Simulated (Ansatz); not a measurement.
Coupled-cluster diagnostics for (LiNH2)3 ring (Li3N3H6), Ansatz.

Geometry of the singlet (PBE-D4/def2-SVP):

```xyz
12

Li    1.560    0.191    0.537
N     0.798   -1.342    1.414
Li   -0.931   -1.247    0.580
N    -1.979   -0.241   -0.679
Li   -0.632    1.062   -1.110
N     1.180    1.583   -0.733
H     0.782   -1.282    2.446
H     1.307   -2.227    1.252
H    -2.855    0.154   -0.296
H    -2.318   -0.788   -1.488
H     1.284    2.544   -0.364
H     1.803    1.594   -1.557
```

Correlated methods freeze 3 core orbitals; core or outer-core shells of Li are correlated, in sets that lack core-valence functions.

Task: Estimate the CCSD(T) correlation energy, the shares of MP2 and (T), T1 and the reference's ⟨S²⟩ for: charge 0, singlet, own geometry in def2-TZVPP; and the rough time on 4 threads of Intel Xeon on a shared host.

Result: 
| state | basis | correlation (eV) | MP2 share (%) | (T) share (%) | T1 | ⟨S²⟩ (pure) | wall time |
| --- | --- | --- | --- | --- | --- | --- | --- |
| charge 0, singlet, own geometry | def2-TZVPP | -24.274 | 92.7 | 3.2 | 0.010 | 0.00 (0.00) | 5.3 min |
Customary marks for T1 are 0.02 (closed shells), 0.045 (open shells) and about 0.05 (3d metals). T1 stays under 0.02 throughout.
